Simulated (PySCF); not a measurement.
Si(H)3(Cl) cation (ClH3Si), SMILES Cl[SiH3] (connectivity only; charge and spin as stated), charge +1, multiplicity 2.

Geometry optimised at PBE-D3(BJ)/def2-TZVP. A frequency run showed that this geometry is not a minimum. The multiplicity is an assumed one; other spin states were not compared. The isomer is the one that the SMILES or the coordinates give; other isomers of the formula were not compared.

Calculation: PBE-D3(BJ)/def2-TZVP (PySCF).

Frequencies are harmonic and unscaled.

```tsv
mode	ν (cm⁻¹)	IR (km/mol)	moving atoms (share of kinetic energy)
1	211i	22.2	H 87 %, Si 12 %
2	336	60.9	H 59 %, Si 29 %, Cl 12 %
3	531	15.9	H 86 %
4	589	46.4	H 43 %, Cl 31 %, Si 27 %
5	647	2.9	H 98 %
6	811	44.5	H 95 %
7	1669	259.3	H 98 %
8	1883	213.9	H 98 %
9	2274	3.3	H 96 %
```
